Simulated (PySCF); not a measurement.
Species: C5H6N2O2S.
SMILES with atom numbers: `[CH3:1][C:2](=[O:3])[O:4][CH2:5][c:6]1[n:7][cH:8][s:9][n:10]1` (hydrogens: H11, H12, H13 on C1; H14, H15 on C5; H16 on C8)

Structure used (PBE0-D3(BJ)/def2-SVP), in Å, numbered top down from 1:
```xyz
16
C5H6N2O2S angstrom
C      2.4536    1.2337    0.1000
C      1.4769    0.1313   -0.1646
O      1.1055   -0.2451   -1.2429
O      1.0315   -0.4037    0.9886
C      0.0227   -1.3783    0.8589
C     -1.2791   -0.7952    0.3851
N     -1.5018    0.5497    0.4370
C     -2.6985    0.7898   -0.0132
S     -3.5201   -0.6459   -0.4725
N     -2.2221   -1.5862   -0.0611
H      2.9513    1.5181   -0.8333
H      1.9009    2.0966    0.5017
H      3.1872    0.9290    0.8584
H     -0.1088   -1.8067    1.8627
H      0.3210   -2.1780    0.1651
H     -3.1371    1.7876   -0.0924
```

Linear response at CAM-B3LYP/def2-SVPD (PySCF, frozen core in the response, non-relativistic). One conformer (not necessarily the lowest) at the PBE0-D3(BJ)/def2-SVP geometry, without solvent, vibrations or thermal averaging.

Static isotropic polarisability: 93.28 au (13.82 Å³), principal values 73.7, 89.2, 116.9 au.

(1) What is the polarisability at 1064 nm and at the sodium D line?

(2) What is the isotropic C6 coefficient between two such molecules, C6 = (3/π)∫α(iω)² dω?

(3) Which effective excitation energy ω̄ makes London's formula C6 = (3/4)α²ω̄ exact here?

(4) What n − 1 at the D line would an ideal gas of it have at 273.15 K and 1 atm (2.6868 × 10¹⁹ cm⁻³), by n − 1 = 2π·N·α′?

(5) The lowest 6 singlets have (eV, f): 5.32, 0.001; 5.78, 0.113; 5.97, 0.001; 6.11, 0.002; 6.30, 0.001; 6.68, 0.028. What share of the static polarisability do they carry in the sum over states α = Σ f/ω²?

(6) How many electrons N does the Slater–Kirkwood formula C6 = (3/4)·√N·α^(3/2) need to give this C6?

Results:

(1) 94.08 au at 1064 nm (+0.9 %), 95.99 au at 589.3 nm (+2.9 %). The rise at 589.3 nm is 3.39 times that at 1064 nm; a pure ω² law gives 3.26. The lowest singlet lies at 233 nm, shorter than both wavelengths.

(2) 3714 au (Eh·bohr⁶) by a ten-point quadrature over imaginary frequencies, which is 2220 eV·Å⁶ or 214 J·nm⁶/mol.

(3) ω̄ = 4·C6/(3α²) = 0.569 Eh = 15.5 eV. A one-pole form α(ω) = α/(1 − ω²/ω̄²) fitted to the 1064 nm value gives 12.6 eV.

(4) 24.01 × 10⁻⁴, a formal value whether or not that pressure can be reached.

(5) 3.09 au, 3.3 % of α; the largest term, 2.51 au, is that of the state at 5.78 eV. Their oscillator strengths add up to 0.15. Higher states carry the rest.

(6) N = (4·C6/3)²/α³ = 30.2; the species has 82 electrons in all.

The run took 1.8 min of wall time on Arm Neoverse V1, one thread, no GPU, on a shared host, and the process peaked at 1.3 GiB of memory. This is the whole response run at CAM-B3LYP/def2-SVPD, SCF included.
